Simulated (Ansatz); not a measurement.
`BO[SiH3]` + `[SiH3]N[SiH3]` → `BN([SiH3])[SiH3]` + `O[SiH3]`  (ligand exchange at a B–O bond)

Isolated molecules relaxed with PBE0-D4/def2-TZVP in Ansatz; ΔE leaves out vibrations. CCSD(T)/CBS is the MP2 limit (def2-TZVPP, def2-QZVPP) plus CCSD(T) − MP2 in def2-TZVPP, frozen cores. This one scheme is used for every species. Functionals use def2-TZVPP. HSE06 is defined as in plane-wave codes.

| level | ΔE (kJ/mol) |
| --- | --- |
| PBE-D4 | 9.2 |
| BLYP-D4 | 14.6 |
| HSE06-D4 | 11.1 |
| HF/def2-SVP | 33.5 |

Problem. What does CCSD(T)/CBS give? (Best estimate.)

Solution. Computed: +12.2 kJ/mol. The listed levels differ from it by -3.0, 2.4, -1.1, 21.3 kJ/mol.

Largest T1 diagnostic among the species: 0.013.

In def2-TZVPP, CCSD(T) changes the Hartree–Fock value by −18.0 kJ/mol (the triples alone add −2.8 kJ/mol) and MP2 by −19.6 kJ/mol. The D4 term adds −5.1 kJ/mol with B3LYP and −2.7 kJ/mol with PBE0; it sums over pairs of atoms, weighted by their polarisabilities, and B3LYP, whose exchange is more repulsive, gets the larger term.

B3LYP here is the variant with VWN-RPA as its local correlation; programs differ in this.
